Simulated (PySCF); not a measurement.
Si(Cl)(Br)(Me)(NH2) (CH5BrClNSi), SMILES Cl[Si](C)(Br)N.

The structure is a stationary point at PBE0-D3(BJ)/def2-SVP. The values are those of a single conformer.

Two levels are set side by side: PBE/def2-TZVP (PySCF) and CAM-B3LYP/def2-TZVP (PySCF). Same geometry, gas phase. Differences are taken from unrounded values.

```tsv
quantity	CAM-B3LYP	PBE	PBE minus CAM-B3LYP
orbital gap (eV)	10.56	5.97	-4.59
highest occupied level (eV)	-9.26	-6.48	2.78
lowest empty level (eV)	1.30	-0.51	-1.81
dipole moment (D)	2.53	2.48	-0.04
mean polarisability (bohr³)	73.3	77.1	3.8
```

PBE's occupied levels lie high since its potential decays too fast outside the molecule; exact exchange lowers them and widens the gap. Loosely held outer electrons make PBE densities more polarisable. Differences between two approximate levels are no errors against the true value.

Rough cost on one machine, each run with all the roots and properties that it gave: CAM-B3LYP against PBE within a factor of 2.
